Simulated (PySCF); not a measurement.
One of the candidates below gave these computed data.

All candidates are C5H4F4O2.

| technique | computed result |
| --- | --- |
| Polarisability | 70.6 au [wB97X-D/def2-SVPD] |
| 13C NMR | chemical shifts (computed TMS as zero) by class: 188.6 (1 C), 156.3 (1 C), 119.8 (1 C), 111.6 (1 C), 110.7 (1 C) ppm [GIAO PBE0/pcSseg-1] |
| UV, first state | lowest singlet excitation: 3.82 eV (324 nm, f = 0.000) [TDDFT wB97X-D/def2-SVPD] |
| UV, strongest line | among the 10 lowest singlet transitions: S2 at 5.27 eV (235 nm, f = 0.147) [TDDFT wB97X-D/def2-SVPD] |
| 1H NMR | chemical shifts (computed TMS as zero) by class: 6.29 (1 H), 6.19 (1 H), 5.93 (1 H), 5.40 (1 H) ppm [GIAO PBE0/pcSseg-1] |
| Triplet | lowest triplet excitation (Tamm–Dancoff): 3.31 eV [TDA wB97X-D/def2-SVPD] |
| Couplings | largest of the computed one-bond spin–spin couplings (means over like bonds): 19F–13C -327.1 (×2), 19F–13C -310.0 (×2), 13C–1H +223.7, 13C–1H +191.6, 13C–1H +180.1, 13C–1H +175.4 Hz [B3LYP/pcJ-1, spin–dipole term left out for some pairs] |
| Rotational structure | rotational constants A, B, C: 1.892, 0.676, 0.529 GHz [PBE0-D3(BJ)/def2-SVP] |

Gas-phase values; electronic properties from PySCF, density fitting. Levels stand in brackets. Geometry: PBE0-D3(BJ)/def2-SVP, one conformer, isolated molecule. Each NMR value is the plain mean over a class of atoms that symmetry, rotation or inversion makes alike.

Question: Which candidate is it?
A. `F[C@@H]1C=CO[C@@H]1OC(F)(F)F`
B. `O=C([C@@H]1OC[C@H]1F)C(F)(F)F`
C. `C=C(OC(F)F)C(=O)C(F)F`
D. `O=C1O[C@@H](F)[C@H]1CC(F)(F)F`
E. `F/C=C/O/C=C(/F)OC(F)F`

Answer: C. It is `C=C(OC(F)F)C(=O)C(F)F`. Numbering: `[CH2:1]=[C:2]([O:3][CH:4]([F:5])[F:6])[C:7](=[O:8])[CH:9]([F:10])[F:11]`. Its formula, C5H4F4O2, gives 2 degrees of unsaturation: 0 rings and 2 π bonds in the structure found. 5 carbons fall into 5 classes; from least to most shielded: ketone carbonyl carbon [C7] (188.6 ppm), vinylic carbon bearing oxygen [C2] (156.3 ppm), CHF2 carbon [C4] (119.8 ppm), CHF2 carbon [C9] (111.6 ppm), terminal =CH2 carbon [C1] (110.7 ppm). Hydrogen classes from least to most shielded: 1 H on a CHF2 carbon, C9 (6.29 ppm), 1 H on a terminal =CH2 carbon, C1 (6.19 ppm), 1 H on a CHF2 carbon, C4 (5.93 ppm), 1 H on a terminal =CH2 carbon, C1 (5.40 ppm). The couplings run between: -327.1 Hz, fluorine of a CF2 group [F5] and CHF2 carbon [C4] (with 1 like pair); -310.0 Hz, fluorine of a CF2 group [F10] and CHF2 carbon [C9] (with 1 like pair); +223.7 Hz, CHF2 carbon [C4] and its hydrogen; +191.6 Hz, CHF2 carbon [C9] and its hydrogen; +180.1 Hz, terminal =CH2 carbon [C1] and its hydrogen; +175.4 Hz, terminal =CH2 carbon [C1] and its hydrogen. S1 is mainly HOMO−1→LUMO (weight 0.87); the largest Löwdin shares of the orbital it empties are 0.52 on the ketone oxygen, 0.11 on the ketone carbonyl carbon, 0.10 on a CHF2 carbon and 0.09 on the vinylic carbon bearing oxygen, of the orbital it fills 0.26 on the ketone carbonyl carbon, 0.24 on the ketone oxygen, 0.19 on the terminal =CH2 carbon and 0.14 on the vinylic carbon bearing oxygen. The optimised geometry has point group C1 and is an asymmetric top.

The others, at the same levels:
- `F[C@@H]1C=CO[C@@H]1OC(F)(F)F` fails: its computed 13C shifts are 157.6 (1 C), 127.9 (1 C), 105.1 (1 C), 96.2 (1 C), 92.4 (1 C) ppm, 1H shifts are 6.54 (1 H), 5.67 (1 H), 5.43 (1 H), 5.39 (1 H) ppm and lowest singlet excitation is 6.29 eV (197 nm, f = 0.153) (against 3.82 eV).
- `F/C=C/O/C=C(/F)OC(F)F` fails: its computed 13C shifts are 152.9 (1 C), 149.6 (1 C), 142.9 (1 C), 126.4 (1 C), 117.9 (1 C) ppm, 1H shifts are 7.30 (1 H), 6.72 (1 H), 6.11 (1 H), 6.09 (1 H) ppm and lowest singlet excitation is 6.25 eV (198 nm, f = 0.184) (against 3.82 eV).
- `O=C1O[C@@H](F)[C@H]1CC(F)(F)F` fails: its computed 13C shifts are 169.4 (1 C), 130.5 (1 C), 103.7 (1 C), 52.6 (1 C), 29.4 (1 C) ppm, 1H shifts are 6.05 (1 H), 3.58 (1 H), 2.54 (1 H), 2.20 (1 H) ppm and lowest singlet excitation is 5.96 eV (208 nm, f = 0.001) (against 3.82 eV).
- `O=C([C@@H]1OC[C@H]1F)C(F)(F)F` fails: its computed 13C shifts are 198.7 (1 C), 120.6 (1 C), 91.7 (1 C), 89.4 (1 C), 79.1 (1 C) ppm, 1H shifts are 5.26 (1 H), 5.14 (1 H), 4.94 (1 H), 4.88 (1 H) ppm and lowest singlet excitation is 4.06 eV (305 nm, f = 0.000) (against 3.82 eV).

Each candidate is one conformer, not necessarily the lowest. The conformers computed, where there is a choice (atom-mapped SMILES and torsion angles):
- `[CH2:1]=[C:2]([O:3][CH:4]([F:5])[F:6])[C:7](=[O:8])[CH:9]([F:10])[F:11]`: C1–C2–O3–C4 -27°, C2–O3–C4–F5 -165°, C1–C2–C7–O8 -10°, C2–C7–C9–F10 177°
- `[F:1][C@@H:2]1[CH:3]=[CH:4][O:5][C@@H:6]1[O:7][C:8]([F:9])([F:10])[F:11]`: O5–C6–O7–C8 87°, C6–O7–C8–F9 179°
- `[F:1]/[CH:2]=[CH:3]/[O:4]/[CH:5]=[C:6](/[F:7])[O:8][CH:9]([F:10])[F:11]`: C2–C3–O4–C5 177°, C3–O4–C5–C6 174°, C5–C6–O8–C9 109°, C6–O8–C9–F10 171°
- `[O:1]=[C:2]1[O:3][C@@H:4]([F:5])[C@H:6]1[CH2:7][C:8]([F:9])([F:10])[F:11]`: C4–C6–C7–C8 -87°, C6–C7–C8–F9 57°
- `[O:1]=[C:2]([C@@H:3]1[O:4][CH2:5][C@H:6]1[F:7])[C:8]([F:9])([F:10])[F:11]`: O1–C2–C3–O4 -159°, O1–C2–C8–F9 -129°

One-bond C–F couplings are unscaled; at this level they come out some 30 % too large in size.
